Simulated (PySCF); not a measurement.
**AgHCl: from structure and modes to constants**

These are results of UPBE0/[Ag def2-TZVP with ECP28, H def2-TZVP, Cl def2-TZVP], scalar-relativistic core potentials, density fitting, no spin–orbit coupling, PySCF, not measurements.

The doublet minimum has Cs symmetry. Masses (u): Ag 106.90509, H 1.00782, Cl 34.96885.

```xyz
3
charge 0 multiplicity 2, angstrom
Ag    0.0000   -0.5535    0.0000
H     1.2832   -1.5380    0.0000
Cl   -0.0370    1.7364    0.0000
```

Harmonic wavenumbers (cm⁻¹): 249.7 (a', ×1), 327.8 (a', ×1), 1658.3 (a', ×1).

**Question.** Find the principal moments of inertia and the rotational constants. What kind of rotor is it?

**Answer.** About the centre of mass I = 1.5783, 140.7, 142.27 u Å². With B = 16.8576/I this gives 10.68, 0.1198, 0.1185 cm⁻¹. The molecule is an asymmetric top with κ = -1.00.

**Question.** What is the harmonic zero-point energy?

**Answer.** Half the sum of all 3 wavenumbers, 2236/2 = 1118 cm⁻¹, which is 13.4 kJ/mol (1 cm⁻¹ = 0.0119627 kJ/mol).

**Question.** Find the vibrational entropy and heat capacity at 298.15 K.

**Answer.** With u = 1.43878 ω/T, each mode gives S = R[u/(eᵘ−1) − ln(1−e⁻ᵘ)] and C = R u² eᵘ/(eᵘ−1)².
```json
{"ω (cm⁻¹)": "249.7", "u": "1.205", "S (J/(mol K))": "7.25", "C (J/(mol K))": "7.38"}
{"ω (cm⁻¹)": "327.8", "u": "1.582", "S (J/(mol K))": "5.32", "C (J/(mol K))": "6.78"}
{"ω (cm⁻¹)": "1658.3", "u": "8.002", "S (J/(mol K))": "0.03", "C (J/(mol K))": "0.18"}
```
The sums over all modes are S = 12.6 and C = 14.3 J/(mol K); the softest mode gives 58 % of the entropy.

Other isomers or separated fragments may lie lower. Open d and f shells are described by one determinant, and the ground state may have another occupation or spin.
